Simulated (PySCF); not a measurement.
These 4 structures share the formula C8H10OS. Method used: PBE0-D3(BJ)/def2-SVP geometry optimisation, gas phase in PySCF. Energies are electronic, without zero-point or thermal terms, for one conformer each. No frequencies were run at this level. Point groups hold within 0.08 Å.

Question: Order them by energy at this level, lowest first, and give relative energies in kcal/mol.
A. `[CH3:1][S:2][c:3]1[cH:4][cH:5][c:6]([CH2:7][OH:8])[cH:9][cH:10]1` with C1–S2–C3–C4 179°, C5–C6–C7–O8 -153°, C6–C7–O8–H 57°
B. `[CH3:1][c:2]1[cH:3][cH:4][c:5]([S@@:6]([CH3:7])=[O:8])[cH:9][cH:10]1` with C4–C5–S6–C7 -104° (1-methyl-4-(methylsulfinyl)benzene)
C. `[CH:1]#[C:2][C@@H:3]1[CH2:4][S:5][CH2:6][C@@H:7]([CH3:8])[C:9]1=[O:10]` with C2–C3–C4–S5 -64°, C3–C4–S5–C6 -57°, C4–S5–C6–C7 57°, S5–C6–C7–C8 175°
D. `[CH:1]#[C:2][C@@:3]1([S@@:4]([CH3:5])=[O:6])[C@@H:7]2[CH2:8][CH2:9][C@H:10]12` with C2–C3–S4–C5 -59°

Answer: A (0.0), B (26.2), C (40.6), D (114.7).

As drawn, the lowest has an aromatic ring and an O–H bond, which the highest lacks; the highest has a three-membered ring, a four-membered ring and a C≡C bond, which the lowest lacks.

| SMILES | E (Eh) | E rel (kcal/mol) | dipole (D) | point group | A, B, C (MHz) |
| --- | --- | --- | --- | --- | --- |
| CSc1ccc(CO)cc1 | -783.30614 | 0.0 | 1.25 | C1 | 3329, 545.7, 475.3 |
| Cc1ccc([S@@](C)=O)cc1 | -783.26444 | 26.2 | 4.17 | C1 | 3046, 640.8, 574.9 |
| C#C[C@@H]1CSC[C@@H](C)C1=O | -783.24142 | 40.6 | 1.11 | C1 | 1341, 1137, 829.2 |
| C#C[C@@]1([S@@](C)=O)[C@@H]2CC[C@@H]21 | -783.12337 | 114.7 | 4.16 | C1 | 1573, 1126, 876.4 |
